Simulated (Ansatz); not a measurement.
Input and output for `[OH][Ga]([SH])[O][SiH3]`.

```yaml
crystal:
  periodic: [false, false, false]
  atoms:
    - {symbol: O, position_ang: [-1.932862, 0.127788, 1.347417]}
    - {symbol: Ga, position_ang: [-0.450274, -0.661901, 1.075945]}
    - {symbol: S, position_ang: [0.167170, -2.363398, 2.351187]}
    - {symbol: O, position_ang: [0.571022, -0.195402, -0.259774]}
    - {symbol: Si, position_ang: [0.566384, 1.000784, -1.364809]}
    - {symbol: H, position_ang: [-2.117524, 0.850418, 0.695428]}
    - {symbol: H, position_ang: [1.293598, -2.526789, 1.620806]}
    - {symbol: H, position_ang: [1.793866, 1.836460, -1.277990]}
    - {symbol: H, position_ang: [-0.650908, 1.734411, -1.285918]}
    - {symbol: H, position_ang: [0.632299, 0.295009, -2.769487]}
basis:
  gaussian: {orbitals: cc-pVDZ}
total_charge: -1
magnetization: {spin_polarized: true, initial_magnetization: 1}
hamiltonian: {xc: {name: PBEsol}}
output: {forces: true}
```

```sh
$ ansatz run in.yaml --threads 4 --pin off --events-out ev --progress --plain --max-ram 10444MiB
```

Output, abridged:

```
Functional definition: PBEsol
1427 factors; their error is unknown
mean field evaluation 1: about -75156.9519 eV, gradient 3.5e1 eV
mean field evaluation 2: about -75136.3434 eV, gradient 8.0e1 eV
mean field evaluation 4: about -75161.7916 eV, gradient 4.7e0 eV
mean field evaluation 8: about -75161.9358 eV, gradient 2.7e-1 eV
mean field evaluation 16: about -75161.8862 eV, gradient 6.5e-4 eV
mean field -75161.88617170 eV, -2762.1483702536 hartree, gradient 1.4e-5 eV, S^2 0.751471; 2 other end points of the search recorded, 0 dependent functions left out
reference -75161.88621597 eV, -2762.1483718806 hartree; 42, 41 occupied and 74, 75 virtual orbitals, 1427 factors
Total energy: -75161.88621597 eV, -2762.1483718806 hartree
Atom 0 at    -1.932862     0.127788     1.347417 Å, force    -3.774736     1.615032     0.927281 eV/Å
Atom 1 at    -0.450274    -0.661901     1.075945 Å, force     1.330836    -0.962722     0.725289 eV/Å
Atom 2 at     0.167170    -2.363398     2.351187 Å, force     0.030948    -1.299181     1.174290 eV/Å
Atom 3 at     0.571022    -0.195402    -0.259774 Å, force     2.015697    -0.836382    -0.862499 eV/Å
Atom 4 at     0.566384     1.000784    -1.364809 Å, force     1.140337    -0.757041    -2.138466 eV/Å
Atom 5 at    -2.117524     0.850418     0.695428 Å, force     0.141011     0.030521    -0.126336 eV/Å
Atom 6 at     1.293598    -2.526789     1.620806 Å, force     0.369143    -0.043915    -0.239997 eV/Å
Atom 7 at     1.793866     1.836460    -1.277990 Å, force     0.373864     0.512006     0.079323 eV/Å
Atom 8 at    -0.650908     1.734411    -1.285918 Å, force    -1.584395     1.295550     0.040393 eV/Å
Atom 9 at     0.632299     0.295009    -2.769487 Å, force    -0.042705     0.446132     0.420723 eV/Å
Dipole moment:    -0.014413     0.001409     0.036848 e Å
```

It took 3.6 s on 4 threads of an Arm Neoverse V1 on a shared host, with 0.26 GiB of host memory at the peak.
